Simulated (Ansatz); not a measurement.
Energy needed to pull apart CH2InN (SMILES N#[C][InH2]), singlet, into free ground-state atoms, from the structure below (displaced at random from a GFN2-xTB minimum); no zero-point or spin–orbit terms; open-shell atoms are treated unrestricted, in their ground-state multiplicity.

```
5
angstrom
N 0.1488 -2.0638 1.6651
C 0.0083 -1.0996 0.8943
In -0.1017 0.6674 -0.5528
H -1.0147 0.3650 -1.8732
H 0.9089 2.1188 -0.1113
```

Program: Ansatz 0.2.0. Basis: def2-TZVPP. Cores are frozen in the correlated methods. Filled d shells of the heavier atoms are correlated. Core potentials replace the inner electrons of the atoms past krypton. The def2 sets are not built for correlating such inner shells, so the correlated values are less sure here.

```tsv
method	atomization energy (kJ/mol)
SPW92	1808
PBE-D4	1613
r2SCAN-D4	1544
PBE0-D4	1541
CAM-B3LYP-D4	1552
wB97M-V	?
HF	961
MP2	?
CCSD	1474
CCSD(T)	1524
```

(1) What does wB97M-V give? (An estimate is asked for; the value comes from the calculation.)

(2) What does MP2 give? (To be estimated.)

T1 diagnostic: at most 0.017. The restricted Hartree–Fock reference is unstable towards an unrestricted one here.

Results:

(1) Computed: 1565 kJ/mol, which is about 41 kJ/mol more than CCSD(T)/def2-TZVPP.

(2) Computed: 1560 kJ/mol, which is about 36 kJ/mol more than CCSD(T)/def2-TZVPP.

In triple zeta the MP2 and coupled-cluster atomization energies are still short of their basis limit by a few kcal/mol a bond, whereas those of the functionals are nearly converged, so these differences are not deviations from converged CCSD(T).

For scale, one of the runs: CCSD(T)/def2-TZVPP forces, 140 basis functions (an equivalent command: `ansatz run in.yaml --threads 4`). Time: 59 s of wall clock on 4 CPU threads; the host was shared. Peak host memory: 1.6 GiB.
